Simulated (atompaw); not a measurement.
# Scattering properties, PAW (atompaw) potential for C (Z = 6)

carbon, PAW, made with atompaw 4.2.0.5 (PBE, scalar-relativistic). Core [He], reference 2s2 2p2. Waves: 2s (bound): rc 2.50 bohr; 2s channel at 0.35 Ry: rc 2.50 bohr; 2p (bound): rc 2.50 bohr; 2p channel at -0.05 Ry: rc 2.50 bohr; 3d channel at 0.35 Ry: rc 2.50 bohr. Local part: troulliermartins scheme with l = 3 at 0.5 Ry, radius 1.85 bohr. Core correction: smooth core density matched at 1.60 bohr. Augmentation charge: sinc compensation charge, radius 2.00 bohr; PAW radius 2.50 bohr; waves and projectors: custom polynom2 7 10 vanderbiltortho.

The phase is arctan(r·u′/u) with u = r·R(r), unwrapped; energies in Ry, scanned from -3 to 5 Ry. A pole is an energy at which the radial function vanishes at the test radius. The pseudo phase is shifted by a multiple of π to meet the all-electron one at the reference energy, and phase errors are pseudo minus all-electron; the curves can meet again beyond the range given. Levels narrower than the energy grid can be missing from the lists of poles.

```
channel  radius (bohr)  reference energy (Ry)  poles, all-electron  poles, pseudo  unbroken range about the reference energy with phases within 0.05 rad  phase error 1 Ry above the reference energy (rad)
      s           2.51                  -1.01                -0.61    -0.62, 4.56                                                              below 1.8                                             -0.000
      p           2.51                  -0.39           0.06, 4.99           0.06                                                              below 1.7                                             +0.001
      d           2.51                   0.35                 3.32           none                                                              below 0.9                                             +0.250
```

Phases in the p channel:

```
E (Ry)  all-electron  pseudo
 -3.00         1.328   1.329
 -2.52         1.302   1.303
 -2.04         1.262   1.263
 -1.56         1.196   1.196
 -1.08         1.042   1.042
 -0.60         0.193   0.193
 -0.12        -1.432  -1.432
  0.36        -1.700  -1.700
  0.84        -1.848  -1.846
  1.32        -2.034  -2.022
  1.80        -2.444  -2.378
  2.28        -3.480  -3.253
  2.76        -4.198  -4.053
  3.24        -4.448  -4.358
  3.72        -4.565  -4.495
  4.20        -4.636  -4.573
  4.68        -4.686  -4.625
```
